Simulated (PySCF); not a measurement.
Computed with PySCF with B3LYP-D3(BJ)/def2-TZVP // PBE0-D4/def2-SVP. All species are isolated molecules in the gas phase. One relaxed conformer stands for a flexible species; it need not be the lowest. B3LYP has the VWN-RPA correlation part, as in Gaussian. Delta-SCF ions had no search for a lower state. Excitations are Tamm–Dancoff values on a coarser integration grid. The basis has no diffuse functions, so Rydberg states are missing or too high.

Reference species (SMILES): `[OH][Sn]([OH])([OH])[OH]` (neutral, multiplicity 1).

* **S1 oscillator strength**: 0.019
* **S1 excitation (TDA)**: 5.45 eV
* **vertical ionisation energy (Delta-SCF)**: 11.10 eV
* **HOMO–LUMO gap**: 6.65 eV

Changed species: `C[O][Sn]([O]C)([O]C)[O]C` (4 of 4 OH replaced by OCH3; the reference has 0 of 4 OH replaced by OCH3).

Q: What does the change do to the S1 oscillator strength, S1 excitation (TDA), vertical ionisation energy (Delta-SCF) and HOMO–LUMO gap?

A: the S1 oscillator strength falls by 0.019, to 0.000; the S1 excitation (TDA) drops by 0.88 eV, to 4.57 eV; the vertical ionisation energy (Delta-SCF) falls by 1.63 eV, to 9.47 eV; the HOMO–LUMO gap drops by 0.91 eV, to 5.74 eV.
